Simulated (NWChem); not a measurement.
# BHClF; SMILES FBCl

```xyz
4

B     -0.5351    -0.5572     0.0000
H     -1.7222    -0.7465     0.0000
F      0.2948    -1.5725     0.0000
Cl     0.1167     1.0616     0.0000
```
Atoms are numbered in this order, from 1.

Computed with NWChem. Coordinates come from a PBE0/def2-SVP optimisation. Static field.

### Question
What does the run give for B3LYP/def2-SVPD? Quantities: isotropic polarisability (bohr³); anisotropy (bohr³).

### Answer
isotropic polarisability (bohr³): 29.5
anisotropy (bohr³): 10.9
